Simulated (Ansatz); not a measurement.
`OB(Cl)Cl`, relaxed with RKS PBE0-D4/def2-TZVP in the Gaussian-basis code of Ansatz from a PBE-D4/def2-SVP geometry. The force threshold is 0.005 eV/Å; the program also tests the step.

Charge 0, multiplicity 1.

Start:

```xyz
5

O     0.402   -0.993   -0.272
B     0.022    0.197    0.242
Cl    0.622    0.658    1.831
Cl   -1.060    1.291   -0.648
H     0.015   -1.153   -1.154
```

(1) How much energy does the relaxation release, and in how many steps? (An estimate is asked.)

(2) Which bonds change most? (Best estimate.)

(3) Give the relaxed structure. (Estimate.)

Results:

(1) Computed: 1.36 kJ/mol, in 5 steps, 1 of them rejected.

(2) Computed: B2–Cl4 from 1.777 to 1.762 Å; B2–Cl3 from 1.760 to 1.745 Å; O1–H5 from 0.976 to 0.962 Å; O1–B2 from 1.351 to 1.341 Å.

(3) The calculation gave: 
```xyz
5

O     0.394   -0.982   -0.275
B     0.020    0.198    0.241
Cl    0.616    0.654    1.817
Cl   -1.052    1.284   -0.638
H     0.021   -1.154   -1.145
```
